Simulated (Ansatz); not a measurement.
CH7ClSiSn, SMILES `[CH3][SnH2][SiH2]Cl`, relaxed with RKS PBE-D4/def2-SVP in the Gaussian-basis code of Ansatz from a rough embedded geometry. The force threshold is 0.03 eV/Å; the program also tests the step.

Charge 0, multiplicity 1. Sn: def2 effective core potential.

Start:

```xyz
11

C     1.068    0.238    1.478
Sn   -0.799    0.116    0.561
Si   -0.429   -0.395   -1.860
Cl    0.774    0.972   -2.756
H     0.978    0.514    2.576
H     1.661   -0.707    1.437
H     1.700    1.041    1.025
H    -1.633    1.598    0.695
H    -1.755   -1.180    1.353
H     0.192   -1.745   -1.971
H    -1.757   -0.453   -2.539
```

Question: By how much does the energy fall, and how many steps does the optimiser take? (Best estimate.)

Answer: Computed: 21.07 kJ/mol, in 14 steps.

Question: Which bonds change most? (An estimate is asked.)

Answer: Ansatz gave: C1–Sn2 from 2.083 to 2.173 Å; Sn2–Si3 from 2.502 to 2.587 Å; Si3–Cl4 from 2.030 to 2.104 Å; Sn2–H9 from 1.794 to 1.734 Å.

Question: Give the relaxed structure. (Estimate.)

Answer: Computed: 
```xyz
11

C     1.126    0.292    1.502
Sn   -0.849    0.036    0.634
Si   -0.488   -0.449   -1.881
Cl    0.920    0.973   -2.532
H     1.053    0.809    2.477
H     1.604   -0.696    1.644
H     1.736    0.897    0.805
H    -1.761    1.498    0.798
H    -1.713   -1.244    1.422
H     0.094   -1.815   -2.138
H    -1.722   -0.301   -2.731
```
